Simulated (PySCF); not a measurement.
## Electronic structure of Mn²⁺ (manganese, charge +2) at the BP86 level

Configuration: [Ar] 3d5, high-spin 6S determinant. Computed with PySCF 2.14 in def2-SVP (5s3p2d1f, 31 functions), with the non-relativistic Hamiltonian (point nucleus).

| Property | Result |
| --- | --- |
| Total energy | -1150.109 hartree |
| One-electron energy | -1568.251 hartree |
| Hartree (Coulomb) energy | 469.957 hartree |
| Exchange-correlation energy | -51.815 hartree |
| Kinetic energy | 1148.07756 hartree |
| ⟨S²⟩ | 8.7501 |
| ⟨L²⟩ | 0.000 |
| Sum of ⟨r⟩ | 14.96 bohr |
| Sum of ⟨r²⟩ | 16.15 bohr² |
| Density at the nucleus (Gaussians lack the cusp) | 9920 bohr⁻³ |
| Spin density at the nucleus | 0.0970 bohr⁻³ |
| Langevin diamagnetic susceptibility | -12.8 ×10⁻⁶ cm³/mol |
| Time after the integrals | 0.62 s of wall time on 1 thread of Neoverse-N1 (shared host) |

```
shell  electrons  mean orbital energy (eV)  rms radius, mean of both spins (bohr)
 1s α          1                   -6394.1                                 0.0713
 1s β          1                   -6394.1                                 0.0713
 2s α          1                   -751.36                                  0.306
 2s β          1                   -749.28                                  0.306
 2p α          3                   -646.74                                  0.275
 2p β          3                   -645.16                                  0.275
 3s α          1                   -103.67                                  0.925
 3s β          1                   -98.502                                  0.925
 3p α          3                   -73.787                                  0.990
 3p β          3                   -68.701                                  0.990
 3d α          5                   -26.057                                   1.26
```
